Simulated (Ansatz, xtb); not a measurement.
**FHN2Si2: which of two isomers lies lower**

We compare a, `[H]/N=[Si](/F)N=[Si]`, a singlet, with b, `[H]/N=[Si](\F)N=[Si]`, a singlet. Both are isolated molecules in the gas phase, relaxed with B3LYP-D3(BJ)/6-311G**; the shapes shown needn't be the lowest conformers.

a (Å):

```yaml
atoms:
  - { symbol: F, position_ang: [0.0192, -0.2120, -0.4903] }
  - { symbol: N, position_ang: [-1.8675, 1.4603, 0.5329] }
  - { symbol: N, position_ang: [-1.7993, -1.5467, 0.8930] }
  - { symbol: Si, position_ang: [-1.3207, -0.0222, 0.3709] }
  - { symbol: Si, position_ang: [-2.2735, -2.9644, 1.3979] }
  - { symbol: H, position_ang: [-2.7082, 1.6481, 1.0642] }
```

b (Å):

```yaml
atoms:
  - { symbol: F, position_ang: [-0.5993, -2.3152, 1.4067] }
  - { symbol: N, position_ang: [-0.1147, 0.1967, 0.6792] }
  - { symbol: N, position_ang: [-1.7535, -1.3957, -1.0673] }
  - { symbol: Si, position_ang: [-0.8934, -1.2236, 0.2538] }
  - { symbol: Si, position_ang: [0.5968, 1.5581, 1.0292] }
  - { symbol: H, position_ang: [-2.2194, -2.2588, -1.3137] }
```

Energies in hartree; the thermal terms are from B3LYP-D3(BJ)/6-311G** harmonic frequencies (ideal gas, rigid rotor, one conformer each, 298.15 K, 1 atm) and include the zero-point energy:

|  | a | b |
| --- | --- | --- |
| E, CCSD(T)/def2-SVP | −787.190195 | −787.191880 |
| E, MP2/def2-SVP | −787.144691 | −787.146643 |
| E, MP2/def2-TZVPP | −787.810405 | −787.811932 |
| zero-point energy | 0.022908 | 0.022974 |
| H(298 K) − E | 0.029836 | 0.029904 |
| G(298 K) − E | −0.007609 | −0.007578 |

Q: Correct the CCSD(T) difference for the basis set by the MP2 change, then work out ΔE, ΔE₀, ΔH and ΔG for a → b in kJ/mol (1 Eh = 2625.50 kJ/mol) and the equilibrium ratio [b]/[a].

A: 1. Differences b − a: CCSD(T) −0.001685, MP2 in the small set −0.001952, MP2 in the large set −0.001527 Eh.
2. ΔE = −0.001685 + (−0.001527 − (−0.001952)) = −0.001260 Eh = −3.31 kJ/mol.
3. ΔE₀ = ΔE + ΔZPE = −0.001260 + (+0.000066) Eh = −3.13 kJ/mol.
4. ΔH = ΔE + (+0.000068) Eh = −3.13 kJ/mol.
5. ΔG = ΔE + (+0.000031) Eh = −3.23 kJ/mol, so ΔS = (ΔH − ΔG)/T = +0.3 J/(mol K).
6. kT = 0.9442 mEh, so K = [b]/[a] = exp(−ΔG/kT) = exp(+1.30) ≈ 3.7.

The two are too close for this level to say which is favoured. An error of 4 kJ/mol in ΔG would change K by a factor of 5. Large T1 diagnostics make the coupled-cluster value less sure. Mirror images and further conformers aren't counted.

As drawn, both hold the same kinds of bond in the same numbers.

Other levels gave ΔE = +7.2 (GFN2-xTB); +1.6 (HF/STO-3G, GFN2-xTB geometries); −4.1 (r2SCAN-D4/def2-SVP, GFN2-xTB geometries); −5.6 (B3LYP-D3(BJ)/6-311G**); −4.4 (HF/def2-SVP); −5.1 (MP2/def2-SVP); −4.4 (CCSD(T)/def2-SVP) kJ/mol. The correlated steps freeze 13 core orbitals. Programs: Ansatz 0.2.0, xtb 6.7.1.
